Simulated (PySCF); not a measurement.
4-thiophen-2-ylbenzaldehyde (C11H8OS), SMILES O=Cc1ccc(-c2cccs2)cc1.

Geometry: B3LYP-D3(BJ)/def2-SVP. One conformer was computed; it need not be the lowest.

These are TDA-B3LYP/def2-SVP in PySCF values and carry that method's errors.

Vertical excitations. Gas-phase values at a fixed geometry.

| state | energy (eV) | λ (nm) | f | main pairs |
|---|---|---|---|---|
| S1 | 3.55 | 349 | 0.000 | HOMO−1→LUMO 90 % |
| S2 | 4.03 | 308 | 0.838 | HOMO→LUMO 92 % |
| S3 | 4.44 | 279 | 0.018 | HOMO−2→LUMO 35 %, HOMO−3→LUMO 30 %, HOMO→LUMO+1 23 %, HOMO→LUMO+2 9 % |
| S4 | 4.67 | 266 | 0.029 | HOMO−2→LUMO 57 %, HOMO−3→LUMO 31 % |
| S5 | 5.13 | 242 | 0.102 | HOMO→LUMO+1 37 %, HOMO→LUMO+2 29 %, HOMO−4→LUMO 27 % |
| S6 | 5.37 | 231 | 0.065 | HOMO→LUMO+2 31 %, HOMO−3→LUMO 26 %, HOMO→LUMO+1 24 %, HOMO−4→LUMO+1 6 % |
| T1 | 2.61 | 476 | 0 | HOMO→LUMO 92 % |
| T2 | 3.08 | 402 | 0 | HOMO−1→LUMO 83 % |
Triplets are in the Tamm–Dancoff approximation.
